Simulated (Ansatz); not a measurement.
CH₅ClInN (`[CH3][In]([NH2])[Cl]`). Charge 0, multiplicity 1. In takes the def2 core potential.

Z-matrix (Å, degrees):
```
C
In 1 2.127
H 1 1.089 2 108.9
H 1 1.090 2 109.6 3 119.9
H 1 1.090 2 110.2 3 -120.4
N 2 2.004 1 133.3 3 -177.8
Cl 2 2.352 1 118.0 3 -4.5
H 6 1.009 2 117.4 1 -167.7
H 6 1.008 2 120.7 1 -27.8
```

(1) What are the harmonic wavenumbers in cm⁻¹ at PBE0-D4/def2-TZVP (Ansatz, finite differences of forces, unscaled)? (Estimate.)

## Answers

(1) The calculation gave: 30i, 98, 117, 125, 298, 346, 348, 521, 624, 722, 727, 772, 1201, 1449, 1452, 1547, 3072, 3165, 3181, 3581, 3690.
